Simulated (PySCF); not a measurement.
BiF2, SMILES [Bi]([F])[F], multiplicity 2.

Geometry: B3LYP-D3(BJ)/def2-TZVP. The multiplicity is an assumed one; other spin states were not compared. The isomer is the one that the SMILES or the coordinates give; other isomers of the formula were not compared. The def2 effective core potentials stand for the cores of Bi; spin–orbit coupling is left out.

The numbers are results of IEF-PCM-M06-2X/def2-SVP in PySCF, not measurements.

The values are the electrostatic part of the solvation free energy, E(continuum) − E(gas) at the gas-phase geometry, in a cavity of scaled van der Waals radii (PySCF's table); cavitation and dispersion terms are not included. A continuum can't describe solvent molecules that bind to the metal. The dipole moment in vacuum is 4.79 D.

| solvent | ε | ΔG(elec) (kcal/mol) | dipole (D) |
|---|---|---|---|
| water | 78.36 | -11.5 | 5.91 |
| 1-octanol | 9.86 | -9.9 | 5.76 |
| benzene | 2.27 | -5.1 | 5.29 |
